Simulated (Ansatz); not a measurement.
Basis sets compared for SiBr2H2 (SiH₂Br₂). Total charge 0; singlet. Geometry PBE-D4/def2-TZVP. Ansatz on 4 threads of AMD EPYC 9B45 on a shared host; times are rough, and most runs start from earlier orbitals.

```xyz
5

Si    0.070   -0.157   -0.028
Br   -0.433    0.658    1.980
Br   -0.436    1.302   -1.630
H    -0.734   -1.389   -0.247
H     1.533   -0.414   -0.075
```

Binding counts from free atoms (Si triplet, Br doublet, H doublet) in the same basis, without a counterpoise term.

```json
{"level": "PBE-D4/def2-SVP", "functions": "92", "energy (Eh)": "-5437.4508", "HOMO (eV)": "-7.18", "LUMO (eV)": "-1.38", "binding per atom (eV)": "2.80", "wall time": "0.25 s"}
{"level": "PBE0-D4/def2-SVP", "functions": "92", "energy (Eh)": "-5437.6618", "HOMO (eV)": "-8.53", "LUMO (eV)": "-0.51", "binding per atom (eV)": "2.78", "wall time": "0.4 s"}
```

Problem. Estimate the rows for PBE-D4/def2-TZVP (with forces), PBE0-D4/def2-TZVP.

Solution. 
```
                         level  functions  energy (Eh)  HOMO (eV)  LUMO (eV)  binding per atom (eV)  wall time
PBE-D4/def2-TZVP (with forces)        145   -5438.1826      -7.34      -1.64                   2.82     0.55 s
             PBE0-D4/def2-TZVP        145   -5438.3921      -8.62      -0.75                   2.81     0.65 s
```
